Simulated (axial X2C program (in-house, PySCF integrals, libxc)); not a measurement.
AsC: properties at the nuclei

Computed with an in-house all-electron X2C program for linear molecules (integrals from PySCF): two-component X2C with atomic mean-field Coulomb and Gaunt terms, Gaussian nuclei, basis As dyall-cv3z, C dyall-v3z with contracted cores.

R = 1.664 Å (near the PBE0 minimum at charge 0 of the determinant lowest at the starting distance; the state shown can have its own minimum elsewhere).

Determinant lowest in the PBE0 search, Ω = 1/2 (⟨Sz⟩ = 0.50, ⟨Lz⟩ = 0.00 at PBE0), spin on the atoms As -0.09, C 0.59:

```
    level  Eeff magnitude (GV/cm)  Ws magnitude As (kHz)  Ws magnitude C (kHz)  A∥/gI As (MHz)  qzz As (a.u.)  A∥/gI C (MHz)  qzz C (a.u.)  μ (D)
     PBE0                  0.0171                 0.0334                0.0159             141          -0.63            387          0.02  -1.43
       HF                    0.14                  0.146                0.0194             338          -1.79            628          0.00  -0.48
   r2SCAN                 0.00297                 0.0438                0.0156             181          -0.54            412          0.01  -1.29
BHandHLYP                   0.125                 0.0565                0.0181             126          -0.80            430         -0.03  -1.38
    B3LYP                  0.0534                 0.0959                0.0158             112          -0.43            390          0.01  -1.52
```

Determinant 0.74 eV from it at PBE0 and this distance, Ω = 3/2 (⟨Sz⟩ = 0.50, ⟨Lz⟩ = 1.00 at PBE0), spin on the atoms As 0.28, C 0.22:

```tsv
level	Eeff magnitude (GV/cm)	Ws magnitude As (kHz)	A∥/gI As (MHz)	qzz As (a.u.)	A∥/gI C (MHz)	qzz C (a.u.)	μ (D)
PBE0	0.14	0.0239	246	-5.09	29	-1.07	-2.59
HF	0.113	0.0131	271	-5.15	15.1	-1.22	-2.55
r2SCAN	0.13	0.0191	264	-5.05	35.1	-1.07	-2.53
BHandHLYP	0.136	0.022	255	-5.05	29.1	-1.16	-2.62
B3LYP	0.113	0.0166	260	-5.00	32.5	-1.11	-2.61
```

Eeff is the effective electric field on the electron electric dipole moment in this Ω state and Ws the scalar–pseudoscalar constant of the nucleus named (defined with the proton number Z and per Ω); A∥ (defined per Ω) follows by multiplying with gI = μI/(I μN); qzz is the electric field gradient, eQq0 = 234.96 MHz × Q/barn × qzz; μ is positive if the C end (last atom) is positive. The operators were transformed with the bare-nucleus X2C matrices; with these basis sets, hyperfine constants and field gradients can be off by tens of per cent, and where levels differ in sign neither size nor sign is settled.

**Question.** With gI(13C) = 1.4048 (g factors from the IAEA table of nuclear moments by Stone), turn the PBE0 values of the first state into constants in MHz.

**Answer.** A∥(13C) = 387 × 1.4048 = 544 MHz.

Each state is one determinant with collinear spin. Unrestricted Hartree–Fock can overshoot spin polarisation at the nuclei. In the state Ω = 1/2 the sign of Eeff differs between levels (HF, B3LYP against PBE0). Where Eeff spreads by more than a factor of two the levels disagree and none is to be relied on. The search compared states at one distance, so a state with another bond length can lie lower. The sign of Ws at As differs between levels in the first state. Where a field gradient or hyperfine factor spreads by more than a factor of two over the levels, a constant derived from it is not to be relied on. PBE0 term energies can be off by some tenths of an eV.
